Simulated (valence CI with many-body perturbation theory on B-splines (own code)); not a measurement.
**Missing levels of Ge XXVI**

Computed by configuration interaction combined with many-body perturbation theory (CI+MBPT): five valence electrons over a frozen Dirac-Fock core [He], a basis of 11 s, 11 p, 10 d, 8 f, 5 g, 2 h functions for each j, with the one-electron correlation potential Σ1, the two-electron term Σ2, the three-electron term Σ3, Breit, model QED; selected CI, second order for the rest, scaled by the run's own slope (own B-spline code, finite nucleus).

No measured levels were compared; by estimate levels of excited configurations hold to 0.05 to 0.15 % of their energy, terms of the ground configuration to about 0.5 %. Among the levels kept, up to 5600 cm⁻¹ of a level comes from second order outside the variational space, and about a tenth of that is noise between levels of different J, which matters for small intervals.

| Level | E (cm⁻¹) |
| --- | --- |
| 2s2 2p3 4S°_3/2 | 0 |
| 2s2 2p3 2D°_3/2 | 233770 |
| 2s2 2p3 2D°_5/2 | 313640 |
| 2s2 2p3 2P°_1/2 | 426690 |
| 2s2 2p3 2P°_3/2 | 629870 |
| 2s 2p4 4P_5/2 | 1081700 |
| 2s 2p4 4P_3/2 | ? |
| 2s 2p4 4P_1/2 | ? |
| 2s 2p4 2D_3/2 | 1505000 |
| 2s 2p4 2D_5/2 | 1569800 |
| 2s 2p4 2S_1/2 | 1717600 |
| 2s 2p4 2P_3/2 | ? |
| 2s 2p4 2P_1/2 | 2039400 |
| 2p5 2P°_3/2 | 2744400 |
| 2p5 2P°_1/2 | 3017900 |
| 2s2 2p2 3s 4P_1/2 | ? |
| 2s2 2p2 3s 4P_3/2 | ? |
| 2s2 2p2 3s 2P_1/2 | 11855000 |
| 2s2 2p2 3p 4D°_1/2 | 11878000 |
| 2s2 2p2 3s 4P_5/2 | ? |

Names give the largest LS component (configuration and term), which can be under half, so a name can repeat, a term be missing and a line seem to break the LS rules; names also repeat where a configuration has a term twice.

Problem. The levels stand in rising order. What does the calculation give for the missing energies?

Solution. 2s 2p4 4P_3/2 1248900; 2s 2p4 4P_1/2 1272600; 2s 2p4 2P_3/2 1788600; 2s2 2p2 3s 4P_1/2 11614000; 2s2 2p2 3s 4P_3/2 11821000; 2s2 2p2 3s 4P_5/2 11890000.
